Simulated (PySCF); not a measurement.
Compound: C7H6ClOP.
Structure used (GFN2-xTB), in Å, numbered top down from 1:
```
atom  x, y, z in Å
C1    -2.7614    0.1901   -0.3974
C2    -1.6773   -0.8033   -0.1151
O3    -1.9292   -1.9853    0.0199
C4    -0.2524   -0.4091    0.0115
P5     0.6682   -1.8859    0.3201
C6     2.2717   -1.2375    0.4372
C7     2.6144    0.0909    0.3082
C8     1.6889    1.0898    0.0621
C9     0.3282    0.8490   -0.0791
Cl10  -0.6152    2.2787   -0.3836
H11   -2.5755    0.6942   -1.3432
H12   -2.8041    0.9402    0.3890
H13   -3.7113   -0.3381   -0.4470
H14    3.0612   -1.9517    0.6306
H15    3.6537    0.3773    0.4028
H16    2.0325    2.1095   -0.0251
```

Definitions: NICS(0) = −σiso at the ring centroid; NICS(1) = −σiso and NICS(1)zz = −σzz at ±1 Å along the ring normal z. Level: GIAO PBE0/pcSseg-1 (PySCF, non-relativistic, gas phase) on the GFN2-xTB geometry, one conformer.

Ring bond lengths (Å), with Mayer bond orders in brackets: C4–P5 1.767 (1.31), P5–C6 1.734 (1.29), C6–C7 1.378 (1.43), C7–C8 1.384 (1.46), C8–C9 1.389 (1.38), C9–C4 1.389 (1.26).

Task: Give the NICS values of each ring in ppm.

Result: 
| ring | type | NICS(0) | NICS(1), two faces | NICS(1)zz, two faces | rms pucker (Å) | centre to ring atoms, mean (Å) |
| --- | --- | --- | --- | --- | --- | --- |
| C4–P5–C6–C7–C8–C9 | 6-membered ring with P; formal bonds all aromatic | -7.3 | -9.9 / -9.9 | -23.1 / -23.1 | 0.00 | 1.50 |

Task: What can be read from them?

Result: 
- C4–P5–C6–C7–C8–C9: mean NICS(1)zz -23.1 ppm, shielded.

Task: And the bond-length index? Use HOMA with the parameters of Krygowski (1993).

Result: 
- C4–P5–C6–C7–C8–C9: HOMA 0.87; the largest term is that of C4–P5, α(R − Ropt)² = 0.57.

Task: At the first NICS(1) probe listed for ring C4–P5–C6–C7–C8–C9, 1 Å off the ring, what do the in-plane components average?

Result: The isotropic value is a third of the trace: (3 × -9.9 − (-23.1))/2 = -3.3 ppm.

Task: Give the inner angles of the rings and the Hirshfeld charges of the ring atoms.

Result: 
- C4–P5–C6–C7–C8–C9: C4 123.4° (-0.088 e), P5 100.4° (+0.144 e), C6 125.8° (-0.108 e), C7 123.1° (-0.028 e), C8 123.2° (-0.055 e), C9 124.1° (+0.026 e); sum 720.0° against 720° for a flat convex ring.

Task: How shielded are the nuclei of the rings and their hydrogens (means over atoms taken as equivalent)?

Result: 
| atoms | environment | σ isotropic (ppm) |
| --- | --- | --- |
| C4 | substituted aromatic carbon | 17.0 |
| P5 | phosphorus bonded to 2 C | 23.3 |
| C6 | aromatic CH carbon | 16.5 |
| C7 | aromatic CH carbon | 44.8 |
| C8 | aromatic CH carbon | 48.0 |
| C9 | aromatic C–Cl carbon | 36.8 |
| H14 | aromatic hydrogen | 22.46 |
| H15 | aromatic hydrogen | 23.70 |
| H16 | aromatic hydrogen | 23.99 |

Cost: about 2.3 min of CPU time on one thread (grids of density and orbitals included); the machine was shared, so the figure is rough. This is the whole shielding run at PBE0/pcSseg-1, SCF included.
